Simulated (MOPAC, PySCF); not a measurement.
C$_{4}$H$_{12}$O$_{4}$Sn, SMILES `C[O][Sn]([O]C)([O]C)[O]C`, neutral singlet in the gas phase. 

Cartesian coordinates (Å):
SMILES: C[O][Sn]([O]C)([O]C)[O]C
```xyz
21

C      0.1925    -0.0702     2.9421
O     -0.0541    -0.8268     1.7826
Sn    -0.0008     0.0003    -0.0003
O     -0.8787     1.7495     0.1879
C     -0.7554     2.7349    -0.8079
O     -0.8487    -1.2880    -1.2197
C     -2.0008    -1.9989    -0.8387
O      1.7788     0.3664    -0.7519
C      2.5639    -0.6660    -1.2955
H     -0.1206    -0.6693     3.8129
H      1.2654     0.1669     3.0675
H     -0.3714     0.8796     2.9642
H     -1.3689     2.5083    -1.6997
H     -1.1152     3.6892    -0.3893
H      0.2878     2.8828    -1.1402
H     -1.9170    -2.4467     0.1677
H     -2.1506    -2.8176    -1.5615
H     -2.9080    -1.3667    -0.8565
H      2.0002    -1.3162    -1.9882
H      3.0120    -1.3073    -0.5139
H      3.3894    -0.2043    -1.8618
```
Charge 0, multiplicity 1.

All levels are single points at this geometry (PBE0-D3(BJ)/def2-SVP); Pople sets use spherical d functions. Orbital energies aren't observables, and empty levels follow the basis.

| level | HOMO (eV) | LUMO (eV) | gap (eV) | dipole (D) | vertical IE, Delta-SCF (eV) |
|---|---|---|---|---|---|
| PBE-D3(BJ)/def2-TZVP in PySCF | -6.34 | -2.65 | 3.69 | 0.00 | – |
| TPSSh-D3(BJ)/def2-TZVP in PySCF | -7.10 | -2.08 | 5.02 | 0.00 | 9.13 |
| B3LYP/6-311+G** (LANL2DZ on Sn) in PySCF | -7.80 | -1.94 | 5.86 | 0.00 | – |
| B3LYP/6-31G* (LANL2DZ on Sn) in PySCF | -7.39 | -1.39 | 6.01 | 0.00 | 9.25 |
| B3LYP/LANL2DZ in PySCF | -7.51 | -1.80 | 5.72 | 0.00 | – |
| BP86/6-31G* (LANL2DZ on Sn) in PySCF | -6.10 | -2.25 | 3.85 | 0.00 | – |
| M06-2X/6-31G* (LANL2DZ on Sn) in PySCF | -9.34 | -0.27 | 9.08 | 0.00 | – |
| PBE/6-31G* (LANL2DZ on Sn) in PySCF | -5.98 | -2.17 | 3.81 | 0.00 | – |
| SVWN5/6-31G* (LANL2DZ on Sn) in PySCF | -6.06 | -2.34 | 3.72 | 0.00 | – |
| AM1 in MOPAC | -10.09 | -0.87 | 9.22 | 0.00 | – |
| PM3 in MOPAC | -10.83 | -1.42 | 9.41 | 0.00 | – |
| PM6 in MOPAC | -10.45 | -0.95 | 9.49 | 0.00 | – |
| PM7 in MOPAC | -9.98 | 0.92 | 10.89 | 0.00 | – |
